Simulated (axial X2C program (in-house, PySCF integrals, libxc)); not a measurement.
## Worked dissociation energy of AsBr: PBE0, with spin–orbit coupling

All values were computed with an in-house all-electron X2C program for linear molecules (integrals from PySCF). Two-component (2c) means X2C with spin–orbit coupling and atomic mean-field two-electron Coulomb and Gaunt terms. Basis: Br dyall-cv3z [8s9p6d4f1g], As dyall-cv3z [9s9p6d4f1g] (cores contracted in-house); Gaussian nuclei, density fitting, unrestricted open shells. Masses: Br 78.918 u, As 74.922 u.

Molecular state: Ω = 1 (⟨Sz⟩ = 1.00, ⟨Lz⟩ = 0.00 at PBE0).

```
E(Br) (2M_J = 3) : -2605.111283 hartree
E(As) (2M_J = 3) : -2259.771920 hartree
E(AsBr) at Re    : -4864.983694 hartree
ωe               : 313.5 cm⁻¹
ωexe             : 0.79 cm⁻¹
```

Task: Work out De and D0.

Result: De = -2605.111283 + (-2259.771920) − (-4864.983694) = 0.10049 hartree = 2.735 eV. The zero-point energy is ωe/2 − ωexe/4 = 157 cm⁻¹ = 0.019 eV, so D0 = 2.715 eV.

One determinant describes the state; a PBE0 search over occupations chose it and may have missed a lower one. De is counted from the lowest determinant-based energies of the atoms at the same level, without counterpoise correction. Density functionals use the spin component along the axis (collinear). Other states lie close and PBE0, whose exact exchange favours high spin, may order them wrongly; the determinant shown need not be the ground state. The nearest other 2c determinant of the search, Ω = 0, lies 0.68 eV up at the distance of the search. The functionals have no current-density term, which raises determinants with orbital currents, atoms included. With several unpaired electrons one determinant need not be a pure state. Open-shell Ω = 0 determinants with evenly filled partner blocks cannot be reached by this program, so the Ω shown need not be the lowest component. This is the Ω = 1 component of a π² triplet; the 0⁺ component is not one determinant and can lie lowest.

Each atomic determinant is the lowest at this level and need not be a pure J level. Totals compare only within one Hamiltonian and basis.
